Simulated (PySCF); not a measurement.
Simulated C 1s region for `CC#C[SiH2]C`, binding energy against the vacuum level.

Every computed line was given a Gaussian of 1.0 eV full width at half maximum and an area set by the number of equivalent atoms; the highest printed point is 100. Method used: delta-SCF UKS SCAN, pcX-2 on the ionised atom, pcseg-1 elsewhere, spin-free X2C in PySCF 2.14.0.

binding energy (eV), intensity and a bar:
```
    288.0          0 
    288.1          0 
    288.2          0 
    288.3          1 
    288.4          2 #
    288.5          3 #
    288.6          5 ##
    288.7          9 ###
    288.8         13 ####
    288.9         19 ######
    289.0         26 ########
    289.1         34 ##########
    289.2         42 #############
    289.3         51 ###############
    289.4         60 ##################
    289.5         68 ####################
    289.6         76 #######################
    289.7         84 #########################
    289.8         91 ###########################
    289.9         96 #############################
    290.0         99 ##############################
    290.1        100 ##############################
    290.2         97 #############################
    290.3         91 ###########################
    290.4         82 ########################
    290.5         70 #####################
    290.6         58 #################
    290.7         47 ##############
    290.8         38 ###########
    290.9         31 #########
    291.0         28 ########
    291.1         28 ########
    291.2         30 #########
    291.3         34 ##########
    291.4         38 ############
    291.5         42 #############
    291.6         44 #############
    291.7         44 #############
    291.8         42 ############
    291.9         37 ###########
    292.0         32 #########
    292.1         25 ########
    292.2         19 ######
    292.3         14 ####
    292.4          9 ###
    292.5          6 ##
    292.6          4 #
    292.7          2 #
    292.8          1 
    292.9          1 
    293.0          0 
    293.1          0
```

Question: How many maxima does the curve show, and how many computed lines lie under it?

Answer: The curve has 2 maxima (at 290.1 and 291.6 eV). Under it lie 4 lines from 4 inequivalent carbon sites. At this width some lines have no maximum of their own.

Question: Decompose the envelope and assign each component. Numbering: `[CH3:1][C:2]#[C:3][SiH2:4][CH3:5]`.

Answer: 
```csv
position (eV),relative area,line,atoms,environment
289.47,1,C 1s,C3,alkyne carbon
290.12,1,C 1s,C5,Si-methyl carbon
290.25,1,C 1s,C2,alkyne carbon
291.65,1,C 1s,C1,propargylic carbon
```

Question: What are the centre and the root-mean-square width of the whole band?

Answer: The area-weighted mean of the lines is 290.37 eV. Their own spread about it is 0.80 eV (rms) and each Gaussian has σ = 1.0/2.355 = 0.42 eV; the variances add, which gives 0.90 eV.

The listed C 1s values span 2.18 eV, from C3 (bonded to C (triple bond) and Si) to C1 (bonded to C and 3 H). The widest gap between neighbouring values is 1.40 eV, between 290.25 and 291.65 eV.

The curve has no shake-up lines and no vibrational structure. The unrestricted hole states depart most from a pure doublet (⟨S²⟩ = 0.75; over 0.85 named) for C 1s of C2 (0.86), which makes this value less certain. Geometry: PBE0-D3(BJ)/def2-SVP; no solvent, vibrations or thermal averaging.

The run took 33 s on one thread of an Arm Neoverse V2, no GPU, shared host with 96 logical CPUs at a one-minute load of 52, and the process peaked at 0.50 GiB of memory.
